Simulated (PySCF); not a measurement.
C₈H₂F₄N₂O.

```xyz
17

F     -2.6543    -2.2429     0.7521
C     -1.9919    -1.1490     0.3830
C     -2.6868     0.0018     0.0275
C     -1.9688     1.1323    -0.3465
F     -2.6065     2.2470    -0.6986
C     -0.5736     1.1171    -0.3687
F      0.0686     2.2153    -0.7556
C      0.1405    -0.0404    -0.0083
C      1.6006    -0.0763    -0.0318
N      2.3839    -1.0987    -0.2106
N      3.6799    -0.6214    -0.1378
C      3.5873     0.6490     0.0777
O      2.3065     1.0730     0.1585
C     -0.5955    -1.1796     0.3696
F      0.0172    -2.2939     0.7377
H     -3.7769     0.0170     0.0413
H      4.3825     1.3816     0.1942
```
Charge 0, spin multiplicity 1.

Coordinates come from a B3LYP-D3(BJ)/def2-SVP optimisation. The structure was generated by enumeration, and PubChem lists no compound with its InChIKey, so it may never have been made. The values are those of a single conformer.

Calculation: HF/pcSseg-1 (PySCF). Non-relativistic, no solvent.

Question: Give the absolute GIAO shielding of each atom: isotropic value and principal components (ppm). (Estimate from the structure and the level; the computed values follow.)

Answer: 
| atom | σ(iso) | σ11 | σ22 | σ33 | span |
|---|---|---|---|---|---|
| F1 | 364.2 | 313.1 | 343.5 | 436.2 | 123.1 |
| C2 | 38.1 | -39.0 | 41.3 | 112.0 | 151.1 |
| C3 | 72.1 | -0.5 | 47.9 | 168.8 | 169.3 |
| C4 | 38.9 | -37.4 | 42.0 | 112.1 | 149.5 |
| F5 | 365.8 | 315.4 | 344.9 | 437.1 | 121.7 |
| C6 | 39.2 | -32.1 | 38.1 | 111.6 | 143.7 |
| F7 | 363.4 | 304.8 | 326.2 | 459.2 | 154.4 |
| C8 | 78.3 | 15.9 | 52.0 | 166.9 | 151.0 |
| C9 | 23.1 | -95.6 | 64.7 | 100.1 | 195.6 |
| N10 | -111.4 | -391.6 | -122.5 | 179.8 | 571.4 |
| N11 | -99.8 | -362.1 | -115.4 | 178.2 | 540.3 |
| C12 | 26.2 | -91.5 | 63.7 | 106.4 | 197.9 |
| O13 | 30.1 | -59.7 | -44.4 | 194.3 | 254.0 |
| C14 | 37.9 | -34.8 | 35.5 | 113.0 | 147.8 |
| F15 | 356.7 | 290.2 | 316.6 | 463.5 | 173.3 |
| H16 | 23.8 | 19.5 | 25.4 | 26.7 | 7.2 |
| H17 | 23.1 | 19.6 | 24.1 | 25.4 | 5.8 |
